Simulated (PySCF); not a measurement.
C2H6OS, charge +1, doublet, at a GFN2-xTB geometry (a state made from the parent by changing its charge; the spin is typed, not shown lowest); BLYP/STO-3G run with PySCF.

Here is a job for PySCF.
```python
from pyscf import gto, scf, dft

mol = gto.Mole()
mol.atom = '''
    C    -1.309560    0.641654   -0.781884
    S     0.005058   -0.416698   -0.079591
    C     1.544921    0.562567   -0.186408
    O    -0.289887   -0.665127    1.301266
    H    -2.257560    0.110577   -0.726319
    H    -1.067453    0.860843   -1.816880
    H    -1.374494    1.551658   -0.186786
    H     1.414877    1.474374    0.395107
    H     2.362136   -0.017419    0.237400
    H     1.748490    0.782823   -1.229443
'''
mol.basis = 'sto-3g'
mol.charge = 1
mol.spin = 1
mol.verbose = 4
mol.build()

mf = dft.UKS(mol)
mf.xc = 'blyp'
mf.diis = False
mf.damp = 0.3
mf.diis_start_cycle = 200
mf.max_cycle = 150
mf.kernel()
```

The log (banner, timings and long lists left out):

```
PySCF version 2.14.0

[INPUT] verbose = 4
[INPUT] num. atoms = 10
[INPUT] num. electrons = 41
[INPUT] charge = 1
[INPUT] spin (= nelec alpha-beta = 2S) = 1
[INPUT] symmetry False subgroup None
[INPUT] Mole.unit = angstrom
[INPUT] Symbol           X                Y                Z      unit          X                Y                Z       unit  Magmom
[...]
nuclear repulsion = 184.103271554287
number of shells = 20
number of NR pGTOs = 90
number of NR cGTOs = 30
basis = sto-3g
ecp = {}

******** <class 'pyscf.dft.uks.UKS'> ********
method = UKS
initial guess = minao
damping factor = 0.3
level_shift factor = 0
DIIS disabled
SCF conv_tol = 1e-09
SCF conv_tol_grad = None
SCF max_cycles = 150
direct_scf = True
direct_scf_tol = 1e-13
number electrons alpha = 21  beta = 20
XC library pyscf.dft.libxc version 7.1.2
    S. Lehtola, C. Steigemann, M. J. T. Oliveira, and M. A. L. Marques,  SoftwareX 7, 1–5 (2018)
XC functionals = blyp
    A. D. Becke,  Phys. Rev. A 38, 3098 (1988)
    C. Lee, W. Yang, and R. G. Parr,  Phys. Rev. B 37, 785 (1988)
    B. Miehlich, A. Savin, H. Stoll, and H. Preuss,  Chem. Phys. Lett. 157, 200 (1989)
radial grids:
    Treutler-Ahlrichs [JCP 102, 346 (1995); DOI:10.1063/1.469408] (M4) radial grids

becke partition: Becke, JCP 88, 2547 (1988); DOI:10.1063/1.454033
pruning grids: <function nwchem_prune>
grids dens level: 3
symmetrized grids: False
atomic radii adjust function: <function treutler_atomic_radii_adjust>
small_rho_cutoff = 0
Set gradient conv threshold to 3.16228e-05
tot grids = 120048
init E= -546.959375242596

cycle= 1 E= -546.103906275397  delta_E= 0.855  |g|= 0.567  |ddm|= 2.82
cycle= 2 E= -545.254429816301  delta_E= 0.849  |g|= 1.42  |ddm|= 2.57
cycle= 3 E= -545.223920357717  delta_E= 0.0305  |g|= 0.981  |ddm|= 3.33
cycle= 4 E= -540.979591658312  delta_E= 4.24  |g|= 2.57  |ddm|= 4.97
cycle= 5 E= -543.389465904116  delta_E= -2.41  |g|= 1.48  |ddm|= 5.44
cycle= 6 E= -540.319605673644  delta_E= 3.07  |g|= 2.65  |ddm|= 5.78
cycle= 7 E= -543.137602868867  delta_E= -2.82  |g|= 1.56  |ddm|= 5.84
cycle= 8 E= -540.226443264415  delta_E= 2.91  |g|= 2.68  |ddm|= 5.89
cycle= 9 E= -543.084159259197  delta_E= -2.86  |g|= 1.58  |ddm|= 5.89
cycle= 10 E= -540.172660026491  delta_E= 2.91  |g|=  2.7  |ddm|= 5.92
cycle= 11 E= -543.05054146092  delta_E= -2.88  |g|= 1.59  |ddm|= 5.92
cycle= 12 E= -540.133798540859  delta_E= 2.92  |g|= 2.71  |ddm|= 5.94
cycle= 13 E= -543.02307691385  delta_E= -2.89  |g|= 1.59  |ddm|= 5.94
[...]
cycle= 118 E= -522.754291228024  delta_E= -0.61  |g|= 1.68  |ddm|= 12.8
cycle= 119 E= -522.144183207794  delta_E= 0.61  |g|=  1.6  |ddm|= 12.8
cycle= 120 E= -522.754291228024  delta_E= -0.61  |g|= 1.68  |ddm|= 12.8
cycle= 121 E= -522.144183207794  delta_E= 0.61  |g|=  1.6  |ddm|= 12.8
cycle= 122 E= -522.754291228025  delta_E= -0.61  |g|= 1.68  |ddm|= 12.8
cycle= 123 E= -522.144183207794  delta_E= 0.61  |g|=  1.6  |ddm|= 12.8
cycle= 124 E= -522.754291228023  delta_E= -0.61  |g|= 1.68  |ddm|= 12.8
cycle= 125 E= -522.144183207794  delta_E= 0.61  |g|=  1.6  |ddm|= 12.8
cycle= 126 E= -522.754291228023  delta_E= -0.61  |g|= 1.68  |ddm|= 12.8
cycle= 127 E= -522.144183207794  delta_E= 0.61  |g|=  1.6  |ddm|= 12.8
cycle= 128 E= -522.754291228022  delta_E= -0.61  |g|= 1.68  |ddm|= 12.8
cycle= 129 E= -522.144183207794  delta_E= 0.61  |g|=  1.6  |ddm|= 12.8
cycle= 130 E= -522.754291228025  delta_E= -0.61  |g|= 1.68  |ddm|= 12.8
cycle= 131 E= -522.144183207794  delta_E= 0.61  |g|=  1.6  |ddm|= 12.8
cycle= 132 E= -522.754291228023  delta_E= -0.61  |g|= 1.68  |ddm|= 12.8
cycle= 133 E= -522.144183207794  delta_E= 0.61  |g|=  1.6  |ddm|= 12.8
cycle= 134 E= -522.754291228023  delta_E= -0.61  |g|= 1.68  |ddm|= 12.8
cycle= 135 E= -522.144183207794  delta_E= 0.61  |g|=  1.6  |ddm|= 12.8
cycle= 136 E= -522.754291228023  delta_E= -0.61  |g|= 1.68  |ddm|= 12.8
cycle= 137 E= -522.144183207793  delta_E= 0.61  |g|=  1.6  |ddm|= 12.8
cycle= 138 E= -522.754291228024  delta_E= -0.61  |g|= 1.68  |ddm|= 12.8
cycle= 139 E= -522.144183207794  delta_E= 0.61  |g|=  1.6  |ddm|= 12.8
cycle= 140 E= -522.754291228023  delta_E= -0.61  |g|= 1.68  |ddm|= 12.8
cycle= 141 E= -522.144183207794  delta_E= 0.61  |g|=  1.6  |ddm|= 12.8
cycle= 142 E= -522.754291228025  delta_E= -0.61  |g|= 1.68  |ddm|= 12.8
cycle= 143 E= -522.144183207794  delta_E= 0.61  |g|=  1.6  |ddm|= 12.8
cycle= 144 E= -522.754291228024  delta_E= -0.61  |g|= 1.68  |ddm|= 12.8
cycle= 145 E= -522.144183207794  delta_E= 0.61  |g|=  1.6  |ddm|= 12.8
cycle= 146 E= -522.754291228023  delta_E= -0.61  |g|= 1.68  |ddm|= 12.8
cycle= 147 E= -522.144183207794  delta_E= 0.61  |g|=  1.6  |ddm|= 12.8
cycle= 148 E= -522.754291228024  delta_E= -0.61  |g|= 1.68  |ddm|= 12.8
cycle= 149 E= -522.144183207794  delta_E= 0.61  |g|=  1.6  |ddm|= 12.8
cycle= 150 E= -522.754291228023  delta_E= -0.61  |g|= 1.68  |ddm|= 12.8
SCF not converged.
SCF energy = -522.754291228023 after 150 cycles  <S^2> = 0.75049146  2S+1 = 2.0004914
```

The run did not converge; its last values are not results.
